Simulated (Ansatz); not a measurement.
Cost and result up the ladder for the cluster Pb2Se3 (5 atoms). The state is a singlet with charge 0. Geometry: PBE-D4/def2-SVP.

```xyz
5

Pb    0.089   -0.525    2.256
Pb    0.368    1.647   -1.589
Se   -0.516   -0.871   -1.884
Se    0.724    1.777    1.056
Se   -0.665   -2.027    0.161
```

Ansatz on 4 threads of Arm Neoverse V1 on a shared host. Times are rough, and most runs start from the orbitals of an earlier one. r2SCAN0-D4/def2-TZVP serves as the yardstick here, not as an exact answer. Differences are given only for rows in sets of like size (and for xTB, whose basis is part of the method), since another set adds its own error. Binding counts from free atoms at the same level (Pb triplet, Se triplet; other spins of the atoms weren't run), without zero-point energy or a counterpoise term.

In the def2 sets Pb takes a core potential; there is no spin–orbit coupling. Correlated methods freeze 35 core orbitals; core or outer-core shells of Pb, Se are correlated, in sets that lack core-valence functions. The rows differ in basis, and correlated rows in double-zeta sets carry the largest basis error. Another isomer (singlet) lies 0.46 eV lower at PBE0-D4/def2-TZVP; other spin states weren't run for this one.

Correlated methods converge slowly with the basis, most of all in double-zeta sets.

| level | functions | wall time | binding energy per atom (eV) | difference from r2SCAN0-D4/def2-TZVP (eV) |
| --- | --- | --- | --- | --- |
| PBE-D4/def2-SVP | 148 | 1.9 s | 2.84 | – |
| revPBE-D4/def2-TZVP | 244 | 3.8 s | 2.71 | 0.17 |
| PBE0-D4/def2-SVP | 148 | 4 s | 2.63 | – |
| PBE-D4/def2-TZVP (with forces) | 244 | 4.8 s | 2.86 | 0.32 |
| r2SCAN-D4/def2-TZVP | 244 | 9 s | 2.70 | 0.16 |
| MP2/def2-TZVP | 244 | 12 s | 2.63 | 0.09 |
| PBE0-D4/def2-TZVP | 244 | 12 s | 2.67 | 0.13 |
| r2SCAN0-D4/def2-TZVP | 244 | 15 s | 2.54 | 0.00 |
| B97M-V/def2-TZVP | 244 | 16 s | 2.71 | 0.17 |
| CCSD(T)/def2-SVP | 148 | 51 s | 2.22 | – |
